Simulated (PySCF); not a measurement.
C8H6O (charge +1 and doublet state).
Structure used (GFN2-xTB), in Å, numbered top down from 1:
```xyz
15
C8H6O angstrom
C      4.0635    0.2644   -0.2638
C      2.8645    0.0925   -0.2396
C      1.4978   -0.1671   -0.2468
C      1.0594   -1.5094   -0.7232
O      1.7225   -2.4867   -0.8261
C      0.5460    0.7386    0.1587
C     -0.8127    0.5642    0.0337
C     -2.0310    0.4926   -0.0626
C     -3.4356    0.3888   -0.1704
H      5.1043    0.4321   -0.2513
H     -0.0203   -1.4753   -0.9970
H      0.8726    1.6389    0.6719
H     -3.7667   -0.5906    0.1898
H     -3.7398    0.4608   -1.2183
H     -3.9289    1.1642    0.4176
```

The hyperfine couplings belong to this conformer and change with its torsions.

Identity: `CC#C/C=C(C=O)/[C]=[C+]/[H]` [radical] (charge +1).

Method: UKS B3LYP, pcH-1 on C H O, non-relativistic, mean-field spin-orbit, GIAO in PySCF 2.14.0. Geometry: GFN2-xTB, one conformer, isolated ion. GFN2-xTB frequencies show an imaginary mode (39i cm⁻¹), so this geometry is no minimum at that level. The geometry wasn't refined by DFT: couplings that depend on bond lengths, twists or pyramidal angles can differ widely from those at the functional's own minimum, by a factor of two or more for some ions and for spin on atoms past the first row. The frame is twisted about the C3–C4 bond at this geometry (dihedral C2–C3–C4–O5 = 18°); couplings at other torsion angles weren't computed. The SCF solution wasn't tested for stability.

Task: Match the computed a_iso(1H) values +38.4, +34.1, -28.7, -3.8 MHz (means over equivalent nuclei) with the sites H10; H11; H12; H13/H14/H15.

Result: 
| site | a_iso (MHz) | ρ(0) (bohr⁻³) | position | distance from C1 (Å) | bound to | spin population there | largest \|T\| (MHz) |
| --- | --- | --- | --- | --- | --- | --- | --- |
| H10 | -28.7 | -0.0064 | 1 bond from C1 | 1.05 | C1 | +0.35 | 16.0 |
| H11 | +34.1 | +0.0076 | 2 bonds from C3 | 4.50 | C4 | -0.04 | 3.3 |
| H12 | -3.8 | -0.0008 | 2 bonds from C3 | 3.60 | C6 | +0.10 | 6.8 |
| H13/H14/H15 | +38.4 | +0.0086 | 2 bonds from C8 | 7.94 | C9 | -0.01 | 3.7 |

ρ(0) is the spin density at the nucleus and T the dipolar tensor; entries for several nuclei are means. The largest Mulliken spin populations are on C1 (+0.35), C8 (+0.28), C3 (+0.23) and C6 (+0.10). Three atoms exceed +0.15. Main spin sites, with 60 % or more of the largest population: C1, C3, C8; positions count bonds from the nearest.

The spin density at the nucleus, in bohr⁻³, is negative for C2 (-0.0224), C4 (-0.0145) and C7 (-0.0126), for instance. A restricted open-shell determinant has no negative spin density anywhere; here it arises because α and β orbitals differ (spin polarisation).

Class means assume fast exchange of nuclei equivalent by connectivity; if that motion is slow, each nucleus keeps its own coupling. The three 1H nuclei of mean +38.4 MHz run from 1.2 to 57.7 MHz in the frozen geometry.

C2, the radical centre as drawn in `[H]/[C+]=[C]/C(C=O)=C/C#CC`, holds a spin population of -0.04 out of 1.

Time: 85 s of wall time (grids of density and orbitals included); peak memory 0.96 GiB. Hardware: Arm Neoverse V1, one thread, no GPU, shared host with 32 logical CPUs at a one-minute load of 13.
